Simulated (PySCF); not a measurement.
Boron: a sound run and one with changed settings

Sound run: B⁺ [He] 2s2, B²⁺ [He] 2s1. All numbers are calculated (PySCF 2.14, the spin-free X2C one-electron Hamiltonian (Gaussian nucleus), in cc-pVDZ-DK (3s2p1d, 14 functions)). The sound run starts from symmetry-adapted Hartree-Fock orbitals and uses a fine grid where one is needed.

Changed run: 14 angular points. This setting is unsound on purpose.

```json
{"species": "B⁺", "method": "UHF", "sound run (hartree)": "-24.24139", "changed run (hartree)": "-24.24139", "converged": "yes"}
{"species": "B⁺", "method": "BP86", "sound run (hartree)": "-24.33228", "changed run (hartree)": "-24.33228", "converged": "yes"}
{"species": "B⁺", "method": "LDA", "sound run (hartree)": "-24.03838", "changed run (hartree)": "-24.03838", "converged": "yes"}
{"species": "B²⁺", "method": "UHF", "sound run (hartree)": "-23.37800", "changed run (hartree)": "-23.37800", "converged": "yes"}
{"species": "B²⁺", "method": "BP86", "sound run (hartree)": "-23.42322", "changed run (hartree)": "-23.42322", "converged": "yes"}
{"species": "B²⁺", "method": "LDA", "sound run (hartree)": "-23.13504", "changed run (hartree)": "-23.13504", "converged": "yes"}
```

Ionisation energy of B⁺:

```json
{"method": "UHF", "sound run (eV)": "23.494", "changed run (eV)": "23.494"}
{"method": "BP86", "sound run (eV)": "24.737", "changed run (eV)": "24.737"}
{"method": "LDA", "sound run (eV)": "24.581", "changed run (eV)": "24.581"}
```

Here the setting changes nothing at the digits shown.

For comparison, NIST gives 25.155 eV between the lowest levels.
